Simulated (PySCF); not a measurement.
Species: C5H7F3N (doublet state).
Numbering: `[CH3:1][CH2:2]/[CH:3]=[N:4]/[CH:5][C:6]([F:7])([F:8])[F:9]` (hydrogens: H10, H11, H12 on C1; H13, H14 on C2; H15 on C3; H16 on C5)

Structure used (GFN2-xTB), in Å, numbered top down from 1:
```
atom  x, y, z in Å
C1    -2.7058    0.7144    0.2530
C2    -1.7325   -0.4062   -0.1161
C3    -0.4375    0.1333   -0.6008
N4     0.6705   -0.2561   -0.0831
C5     1.9033   -0.1628   -0.4847
C6     2.9919   -0.3838    0.5070
F7     2.7690    0.2118    1.6883
F8     3.1961   -1.6921    0.7897
F9     4.1671    0.0802    0.0510
H10   -2.8973    1.3546   -0.6048
H11   -3.6504    0.2933    0.5862
H12   -2.2956    1.3223    1.0550
H13   -2.1807   -1.0108   -0.9122
H14   -1.5496   -1.0558    0.7400
H15   -0.4695    0.9145   -1.3617
H16    2.2135   -0.0478   -1.5180
```

The hyperfine couplings belong to this conformer and change with its torsions.

Computed, not measured: PySCF 2.14.0, UKS B3LYP, pcH-1 on C F H N, non-relativistic, mean-field spin-orbit, GIAO. One conformer (not necessarily the lowest) at the GFN2-xTB geometry, without solvent, vibrations or thermal averaging. A GFN2-xTB geometry isn't a minimum of the functional, and hyperfine couplings can be far from their values at a DFT geometry. The frame is twisted about the N4–C5 bond at this geometry (dihedral C3–N4–C5–H16 = -24°); couplings at other torsion angles weren't computed. No stability test was run, so a lower SCF solution isn't excluded.

The largest Mulliken spin populations are on C5 (+0.60) and C3 (+0.46). The angles at C5 add up to 359.6°, so it is planar; its axial dipolar tensor and the negative coupling of its proton fit spin in a p orbital normal to that plane.

Problem. How do the β-proton couplings of this frozen conformer go with θ, the angle between the C–H bond and the normal to the plane of the spin centre's three neighbours, both seen down the bond from centre to carbon?

Solution. 
```csv
β H,on,centre,θ (°),cos²θ,a (G)
H13,C2,C3,21,0.87,+17.36
H14,C2,C3,83,0.01,+0.83
```

Couplings in gauss use g_iso = 2.0022.

The run took 81 s (with the writing of density and orbital grids) on one thread, Arm Neoverse V1 (aarch64), no GPU, shared host with 32 logical CPUs at a one-minute load of 10, and the process peaked at 0.97 GiB of memory.
